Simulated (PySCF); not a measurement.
Computed shifts of a molecule C2H5FO2Si, PBE0/pcSseg-1 (PySCF), GIAO, gas phase, atoms alike by connectivity averaged where their shifts nearly agree, in ppm (number of nuclei): ¹³C: 213.5 (1), 38.2 (1). ²⁹Si: -12.5 (1). ¹⁹F: -149.5 (1). ¹H: 10.40 (1), 5.48 (1), 5.12 (1), 2.71 (1), 2.06 (1). References: ¹⁷O against H2O (σ = 334.2 ppm); ¹³C against TMS (σ = 186.3 ppm); ²⁹Si against TMS (σ = 352.7 ppm); ¹⁹F against CFCl3 (σ = 167.2 ppm); ¹H against TMS (σ = 31.56 ppm), references at their B3LYP-D3(BJ)/def2-TZVP geometries, non-relativistic. Geometry optimised at B3LYP-D3(BJ)/def2-SVP. Other conformers were not sampled.

Which molecule gave these data?
A. FC[SiH]1OCO1
B. COC(=O)[SiH2]F
C. O=CC[Si@H](O)F
D. O[SiH](O)/C=C/F

C, O=CC[Si@H](O)F
